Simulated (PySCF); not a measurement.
A calculated (r2SCAN, PySCF 2.14, ANO-RCC-VTZP, the spin-free X2C one-electron Hamiltonian (Gaussian nucleus)) atom or ion has these occupied shells.

```csv
shell,electrons,orbital energy (eV),"rms radius, mean of both spins (bohr)"
1s β,1,-4429.7,0.0845
1s α,1,-4429.7,0.0845
2s α,1,-496.89,0.372
2s β,1,-496.62,0.372
2p α,3,-408.48,0.341
2p β,3,-408.27,0.341
3s α,1,-72.640,1.15
3s β,1,-71.751,1.15
3p α,3,-50.257,1.26
3p β,3,-49.283,1.26
3d α,1,-18.894,1.77
```

(1) Name the element and its charge.

Answers

(1) Sc²⁺ (scandium, charge +2), in [Ar] 3d1, 2D determinant.
